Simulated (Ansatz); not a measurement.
Species: HgBr, charge 0, doublet. HgBr (parent SMILES [Br][Hg], doublet).
B3LYP-D3(BJ)/def2-TZVP minimum from Ansatz (a first-principles code):
```xyz
2

Hg     0.0000     0.0000    -0.7963
Br     0.0000     0.0000     1.8201
```
Charge 0, spin multiplicity 2.

Quantity: atomisation energy (electronic, to ground-state atoms), in kcal/mol. Open shells are spin-unrestricted; no spin-orbit coupling. Cores are frozen in correlated methods (noble-gas shells, and filled d and f shells in the p block). Past Kr the def2 sets carry scalar-relativistic core potentials. CBS(X,Y): correlation extrapolated as X^-3, Hartree-Fock from the larger set. A bracket is a step between two methods taken in the basis named. Spin-orbit terms, left out, reach several kcal/mol for Br and I, and more for heavier atoms. The UHF reference of BrHg (parent SMILES [Br][Hg], doublet) is spin-contaminated (<S^2> up to 0.03 over the pure value in the sets run). The spin of BrHg (parent SMILES [Br][Hg], doublet) was assumed, and the state is the lowest solution found for it.

CCSD(T)/CBS(def2-TZVPP,def2-QZVPP) + [CCSDT(Q) - CCSD(T)]/def2-TZVPP (Ansatz) gives 18.5 kcal/mol.

**Question.** What does PBE/def2-TZVPD (Ansatz) give here, and how do the other levels compare?

**Answer.** PBE gives 21.4 kcal/mol, 2.9 kcal/mol above it. Differences of the others: r2SCAN/def2-TZVPD (Ansatz) 4.9; B3LYP/def2-TZVPD (Ansatz) -1.7; PBE0/def2-TZVPD (Ansatz) 2.4; CCSD(T)/CBS(def2-TZVPP,def2-QZVPP) (Ansatz) -0.3 kcal/mol.
